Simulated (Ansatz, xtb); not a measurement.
# Ranking isomers of C4H6Si

3 gas-phase structures of C4H6Si, from a drawn sample of its isomers (lower ones may exist). Each was relaxed with GFN2-xTB:

A. `C#CC(=C)[SiH3]`, a singlet
B. `C#C/C=C/[SiH3]`, a singlet
C. `C#C/C=C\[SiH3]`, a singlet

Question: Estimate their order in r2SCAN-D4/def2-SVP energy at these geometries, lowest first.

Answer: Calculated order at r2SCAN-D4/def2-SVP: B (0.0), C (0.3), A (0.4) kcal/mol. Less than 1 kcal/mol parts B and C; C and A, so the order within those pairs means little.

Energies above the lowest of each column, in kcal/mol; the last columns are at B3LYP/def2-SVP geometries:

```tsv
structure	GFN2-xTB	HF/STO-3G	r2SCAN-D4/def2-SVP	B3LYP/def2-SVP	CCSD(T)/def2-SVP + ΔMP2/def2-TZVPP
B	0.0	0.0	0.0	0.0	0.3
C	0.5	0.7	0.3	1.0	0.9
A	0.4	0.3	0.4	0.8	0.0
```

CCSD(T)/def2-SVP + ΔMP2/def2-TZVPP has A and B and C within 1 kcal/mol of each other at the bottom, and every level picks one of them. CCSD(T)/def2-SVP + ΔMP2/def2-TZVPP orders those it was run on as A (0.0), B (0.3), C (0.9) kcal/mol. Less than 1 kcal/mol parts A and B; B and C, so the order within those pairs means little. ΔMP2 is the change of the MP2 energy from the smaller to the larger basis.

Programs: Ansatz 0.2.0, xtb 6.7.1.
